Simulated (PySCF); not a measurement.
Compound: C5H5N3S.
Geometry (PBE0-D3(BJ)/def2-SVP, Å), atoms numbered from 1 in this order:
```xyz
14
C5H5N3S angstrom
N     -1.5099    2.6203    0.7639
C     -1.6221    1.4827    0.5854
C     -1.7421    0.0546    0.3184
C     -0.8316   -0.4075   -0.8260
C      0.6113   -0.2904   -0.4605
N      1.1430   -0.8639    0.5855
C      2.4632   -0.5439    0.6426
N      2.9852    0.2289   -0.2757
S      1.7761    0.6344   -1.3304
H     -2.7942   -0.1694    0.0824
H     -1.4796   -0.4992    1.2335
H     -1.0489   -1.4674   -1.0322
H     -1.0461    0.1574   -1.7446
H      3.0914   -0.9293    1.4504
```

Level: PBE0/def2-SVPD in PySCF, non-relativistic, on one gas-phase PBE0-D3(BJ)/def2-SVP geometry that isn't relaxed in the solvent. The solvent is an IEF-PCM continuum (cavity from Bondi-type radii × 1.2), and excitations are vertical TDDFT with non-equilibrium linear response and a frozen core. Only the electrostatic response of the medium enters.

| run | E − E(gas) (kJ/mol) | HOMO (eV) | HOMO–LUMO gap (eV) | dipole (D) | lowest singlet (eV) | static polarisability (au) |
| --- | --- | --- | --- | --- | --- | --- |
| gas | 0.00 | -8.25 | 6.62 | 4.38 | 5.23 | 88.6 |
| P | -43.60 | -8.10 | 6.63 | 5.96 | 5.37 | 120.3 |
| Q | -46.43 | -8.10 | 6.63 | 6.08 | 5.38 | 122.9 |

Problem. The runs were made in acetone and water. Which run belongs to which solvent?

Solution. P = acetone, Q = water. The dielectric constants are 20.49 (acetone), 78.36 (water), and the energy falls further as ε rises. The optical constants n² used for the excitations are 1.85, 1.78 in the same order. In this model the ground state sees the solvent through ε alone.

Problem. How constant is the ratio of the lowering to (ε − 1)/(2ε + 1)?

Solution. 
| solvent | (ε − 1)/(2ε + 1) | E − E(gas) (kJ/mol) | ratio (kJ/mol) | polarisation term (kJ/mol) |
| --- | --- | --- | --- | --- |
| acetone | 0.464 | -43.60 | -93.9 | -53.69 |
| water | 0.490 | -46.43 | -94.7 | -57.95 |

The ratio changes by +0.8 % in size from acetone to water. The polarisation term is half the interaction of the solute with the induced surface charges.
